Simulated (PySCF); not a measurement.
## Working out the ionisation energy of Sb¹⁸⁺

Sb¹⁸⁺ [Ar] 3d10 4s2 4p3 (4S) → Sb¹⁹⁺ [Ar] 3d10 4s2 4p2 (3P). All numbers are calculated (PySCF 2.14, the spin-free X2C one-electron Hamiltonian (Gaussian nucleus), in an even-tempered Gaussian basis (20 s from 0.95 bohr⁻², ratio 2.5; 14 p from 1.2 bohr⁻², ratio 2.5; 9 d from 2.2 bohr⁻², ratio 2.5; 5 f from 7.8 bohr⁻², ratio 2.7; 4 g from 12 bohr⁻², ratio 2.7)). Frozen: [Ne]; the 39 highest virtual orbitals dropped. Energies in hartree (1 hartree = 27.21139 eV):

```tsv
part	Sb¹⁸⁺ (lower)	Sb¹⁹⁺ (upper)
UHF	-6348.404024	-6329.399764
MP2 opposite-spin	-0.698091	-0.680638
MP2 same-spin	-0.362204	-0.340000
```

Task: What does Hartree-Fock give?

Result: (-6329.399764) − (-6348.404024) = 19.004260 hartree = 517.132 eV.

Task: What do MP2 and SCS-MP2 (6/5 opposite-spin, 1/3 same-spin) give?

Result: The opposite-spin parts differ by 0.475 eV and the same-spin parts by 0.604 eV. MP2: 517.132 + (0.475) + (0.604) = 518.211 eV. SCS-MP2: 517.132 + 1.2 × (0.475) + (0.604)/3 = 517.903 eV.

Reference: 510 ± 3 eV (theoretical estimate listed by NIST; NIST Atomic Spectra Database, ionization energies), between the lowest levels; spin-orbit coupling is absent from the calculation.

What remains against the reference includes basis incompleteness, the frozen core and correlation beyond second order.
